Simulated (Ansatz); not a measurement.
System: CH₅AlO, charge 0, multiplicity 1. SMILES: C[O][AlH2]
Coordinates optimised at B3LYP-D3(BJ)/def2-TZVP (Ansatz, a first-principles code):
```xyz
8

C     -1.6248    -0.2549    -0.3188
O     -0.2819    -0.5433    -0.0121
Al     1.1181     0.3774     0.2019
H     -1.8016     0.8191    -0.4490
H     -1.9127    -0.7642    -1.2427
H     -2.2749    -0.6146     0.4834
H      2.4281    -0.4185     0.5458
H      1.0297     1.9468     0.0473
```

Computed values are from Ansatz. Cores are frozen in the correlated levels unless marked. UHF or UKS for open shells. Spin-orbit coupling is left out. Non-relativistic. CBS marks a two-point X^-3 extrapolation of the correlation energy; Hartree-Fock from the larger set (for Q and 5 zeta extrapolated as (X+1)exp(-9√X)).

Problem. What is the atomisation energy De at CCSD(T)/CBS(cc-pV(Q+d)Z,cc-pV(5+d)Z)?

Solution. 2706.5 kJ/mol.

Problem. What is the T1 diagnostic at CCSD/cc-pV(5+d)Z?

Solution. 0.012.

Problem. What is the total energy at CCSD(T)/CBS(cc-pV(Q+d)Z,cc-pV(5+d)Z)?

Solution. -358.2613 Eh.

Problem. What is the dipole moment at CCSD(T)/aug-cc-pV(D+d)Z?

Solution. 0.95 D.
